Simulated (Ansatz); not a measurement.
The cluster MgI₂, relaxed as a singlet with RKS r2SCAN-D4/def2-TZVP in Ansatz, starting from the GFN2-xTB geometry. Force threshold 0.02 eV/Å.

In the def2 sets I takes a core potential; there is no spin–orbit coupling. The restricted singlet is unstable towards broken spin symmetry in Hartree–Fock (as tested in another run); at r2SCAN-D4/def2-TZVP this wasn't settled. In the singlet, I2 and I3 lie 2.98 Å apart (atoms count from 1), so these atoms are partly bonded to each other. Another isomer (singlet) lies 3.11 eV lower at PBE0-D4/def2-TZVP; other spin states weren't run for this one.

Start:

```xyz
3

Mg   -0.609   -0.443    2.637
I     0.637    0.462   -2.776
I    -0.028   -0.018    0.140
```

(1) Estimate the energy that the relaxation releases and the steps that it takes.

(2) Does the start keep its bonding and symmetry?

(3) Predict the relaxed structure.

## Answers

(1) 0.2 kcal/mol, in 4 steps; 6 s on 4 threads of Arm Neoverse V1 on a shared host. No frequencies were taken in this run, so the end may be a saddle point.

(2) By distances, no bond broke or formed. The bond that changes most is Mg1–I3, from 2.60 to 2.65 Å (atoms count from 1). Point group C∞v at the start, C∞v at the end, both within 0.05 Å.

(3) 
```xyz
3

Mg   -0.611   -0.444    2.656
I     0.635    0.461   -2.760
I    -0.023   -0.016    0.104
```
Bond lengths: 1 × I–Mg 2.65 Å; 1 × I–I 2.98 Å.
